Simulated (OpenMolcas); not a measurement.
Ni II: effect of the IPEA shift

```yaml
Program: OpenMolcas 26.06
Basis: ANO-RCC-VTZP [6s5p3d2f1g]
Scalar_Hamiltonian: DKH2, point nucleus
Active_space: 9 electrons in 6 orbitals (3d 4s)
State_averaging: 2S+1 = 2 even, 29 roots; 2S+1 = 4 even, 10 roots kept (CI in the orbitals of an earlier block)
Spin-orbit_coupling: RASSI with atomic mean-field integrals over the reference wave functions, term energies averaged over their components
```

Methods on the same reference wave functions:
A. CASSCF
B. MS-CASPT2, IPEA 0 Eh, imaginary shift 0.1 Eh (closed shells correlated: 3s 3p)
C. MS-CASPT2, IPEA 0.25 Eh, imaginary shift 0.1 Eh (closed shells correlated: 3s 3p)

Energies in cm-1 above 3d9 2D 5/2, the measured ground level; measured values from NIST Handbook of Basic Atomic Spectroscopic Data.

```csv
Level,A,B,C,Measured
3d8 4s 4F 9/2,-25306,5520,6090,8394
3d8 4s 4F 7/2,-24386,6420,6990,9330
3d8 4s 4F 5/2,-23628,7190,7750,10116
3d8 4s 4F 3/2,-23090,7730,8290,10664
3d8 4s 2F 7/2,-19070,10270,10970,13550
3d8 4s 2F 5/2,-17628,11690,12390,14996
3d8 4s 2D 5/2 [62 %],-7027,20020,20800,
3d8 4s 2D 3/2,-6694,20430,21140,
3d8 4s 4P 5/2 [65 %],-4875,21960,22860,
3d8 4s 4P 3/2,-4786,21930,22910,24788
3d8 4s 4P 1/2,-4551,22130,23140,24836
3d9 2D 5/2,0.0,0.0,0.0,0.0
3d8 4s 2P 3/2,641,25750,26750,29071
3d8 4s 2P 1/2,1186,26250,27260,29593
3d9 2D 3/2,1608,1595,1602,1507
3d8 4s 2G 9/2,2467,29880,30520,32500
3d8 4s 2G 7/2,2470,29880,30520,32524
```

A puts 3d8 4s 4F 9/2 lowest.

Deviations, from unrounded energies. A percentage is the sum of absolute deviations over the sum of measured energies, with the sign that they share, or ± where signs differ.

```tsv
Against measurement	Levels	A	B	C
mean absolute deviation (cm-1)	13	29000	2800	2100
fine structure of the ground term (%)	1	+6.7	+5.8	+6.3
other configurations (%)	12	-156.4	-14.9	-11.1
```

C lies closest to measurement on these levels and A furthest from it. The largest miss of C in the table is 3d8 4s 2F 5/2, by -2600 cm-1. The ranking rests on the paired levels alone, and a cruder setting can come out closer through cancelling errors.

Between B and C the level of the table that moves most is 3d8 4s 2P 1/2, by 1000 cm-1 (lowest in B, highest in C). Moves below CASPT2's spread within the term are not significant.

The mean deviations of B to C differ by less than CASPT2's widest spread within a term (1700 cm-1), so their order carries little weight.

The lowest spin-free term lies below A's lowest term by 0.712 hartree in B, 0.707 hartree in C.

CASPT2 breaks the degeneracy within a term, and the mean is taken; among the terms shown or strongly mixed into the levels shown the widest spread is 1700 cm-1 (3d8 4s 4F, B). Terms from blocks run as CI alone lack orbitals of their own. A single d shell beside an s shell can misplace configurations of different d count against each other. Without dynamic correlation excited terms often stand tens of per cent too high (terms of higher spin than the ground term too low), and those without a measured partner can miss by more than the paired ones (holds for A). The lowest computed level is not the ground level that NIST lists (2D5/2) (holds for A). Some levels mix across a computed gap that differs much from the measured one, so their mixing is not that of the real levels (holds for B; C). Measured partners are found by configuration, term and J. A level has none where our copy of the source lacks it or the pairing is in doubt (some pairs that miss far off the trend of their configuration count as doubtful), and it then counts in no deviation. Levels of configurations outside the active space are missing.

A share in square brackets marks a mixed level and gives the weight of the term that names it, the lowest over the columns.
